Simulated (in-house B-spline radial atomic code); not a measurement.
Successive ionisation energies of cadmium; each step leads to the configuration of the next row (after the last: [He] 2s2 2p5). Dirac energy differences include first-order Breit, QED and recoil terms. NIST's values go from ground level to ground level; the uncertainty of those that are theory runs from under 0.1 % in few-electron ions to several per cent in heavy many-electron ones. Computed with a radial B-spline atomic code at the basis-set limit: Dirac-Hartree-Fock, average of the configuration, finite nuclei.

```
  ion  configuration  ionisation energy (eV)  tabulated value (eV)  computed minus tabulated (eV)  highest orbital  largest mean radius (bohr)
Cd26+       [Ar] 3d4                  1393.7                  1401                             -7            3d5/2                     0.33557
Cd27+       [Ar] 3d3                       ?                     ?                              ?                ?                           ?
Cd28+       [Ar] 3d2                  1549.1                  1558                             -9            3d5/2                     0.33027
Cd29+       [Ar] 3d1                       ?                     ?                              ?                ?                           ?
Cd30+   [Ne] 3s2 3p6                  1868.1                  1852                             16            3p3/2                     0.32506
Cd31+   [Ne] 3s2 3p5                  1940.5                1917.9                             23            3p3/2                     0.32304
Cd32+   [Ne] 3s2 3p4                  2013.7                  1998                             16            3p3/2                     0.32104
Cd33+   [Ne] 3s2 3p3                  2087.9                  2091                             -3            3p3/2                     0.31907
Cd34+   [Ne] 3s2 3p2                  2163.0                  2195                            -32            3p3/2                     0.31713
Cd35+   [Ne] 3s2 3p1                       ?                     ?                              ?                ?                           ?
Cd36+       [Ne] 3s2                  2419.8                  2427                             -7            3s1/2                      0.3133
Cd37+       [Ne] 3s1                  2497.8               2498.62                             -1            3s1/2                     0.31118
Cd38+   [He] 2s2 2p6                  5897.3                  5839                             58            2p3/2                      0.1284
```

(1) Fill in the row of Cd27+.

(2) Fill in the row of Cd29+.

(3) Fill in the row of Cd35+.

(4) Where is the largest jump?

Where a p, d or f electron is removed, the computed value is a mean over both j, so it misses the tabulated one by a part of the spin-orbit splitting; averaging over terms and missing correlation add to the gap, relatively most at low charge.

Results:

(1) ionisation energy (eV): 1470.6; tabulated value (eV): 1477; computed minus tabulated (eV): -6; highest orbital: 3d5/2; largest mean radius (bohr): 0.33291.

(2) ionisation energy (eV): 1629.1; tabulated value (eV): 1635; computed minus tabulated (eV): -6; highest orbital: 3d5/2; largest mean radius (bohr): 0.32765.

(3) ionisation energy (eV): 2239.0; tabulated value (eV): 2250; computed minus tabulated (eV): -11; highest orbital: 3p3/2; largest mean radius (bohr): 0.3152.

(4) From Cd37+ to Cd38+, by a factor of 2.36 (2497.8 to 5897.3 eV); the highest orbital goes from 3s1/2 to 2p3/2.
